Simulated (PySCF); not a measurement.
SMILES F[C]([In]([F])[F])(F)F (CF5In), PBE0/def2-SVP optimised geometry.

```
7

In     0.13    -0.55     0.00
C     -1.11     1.27     0.00
F     -0.38     2.35     0.27
F     -2.08     1.19     0.91
F     -1.68     1.45    -1.19
F      2.08    -0.55     0.00
F     -0.60    -2.35    -0.01
```

Density from PBE0/def2-TZVP, def2 effective core potentials past Kr in PySCF 2.14.0 at that geometry. The core electrons that the potentials of In replace are not part of the density.

Minimum of the electron density along straight lines between bonded atoms, close to the bond critical point (lines longer than 1.1 times the sum of covalent radii, or with two minima, are not listed):

| bond | length / Å | ρ at the minimum / e bohr⁻³ | ∇²ρ there / e bohr⁻⁵ | position (fraction from the first atom) |
|---|---|---|---|---|
| In1–C2 | 2.205 | [?] | [?] | 0.51 |
| C2–F3 | 1.330 | 0.290 | -0.37 | 0.34 |
| C2–F4 | 1.331 | 0.289 | -0.37 | 0.34 |
| C2–F5 | 1.333 | 0.288 | -0.39 | 0.34 |
| In1–F6 | 1.946 | 0.114 | 0.60 | 0.52 |
| In1–F7 | 1.946 | 0.115 | 0.60 | 0.52 |

### Question
Fill in the missing entries.

### Answer

- In1–C2, ρ at the minimum / e bohr⁻³: 0.099
- In1–C2, ∇²ρ there / e bohr⁻⁵: 0.14
